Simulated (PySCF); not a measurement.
BH₂N. Atoms are numbered in the order given.

```xyz
4

B      0.0000     0.0000     0.6917
N      0.0000     0.0000    -0.5412
H      0.0000     0.0000     1.8633
H      0.0000     0.0000    -1.5331
```
Charge 0, spin multiplicity 1.

Coordinates come from a PBE0-D3(BJ)/def2-TZVPD optimisation.

Computed with PySCF with r2SCAN/def2-TZVPD.

Isolated molecule, no solvent.

- total energy: -80.78156 hartree
- point group: C∞v
- highest occupied level: -7.49 eV
- lowest empty level: 0.14 eV
- orbital gap: 7.63 eV
- dipole moment: 0.00 D
- quadrupole, principal values (traceless, Buckingham form, about the centre of nuclear charge): -2.57, -2.57, 5.13 D·Å
- mean static polarisability: 23.0 bohr³ (3.41 Å³)
- polarisability, principal values: 19.5, 19.5, 30.0 bohr³
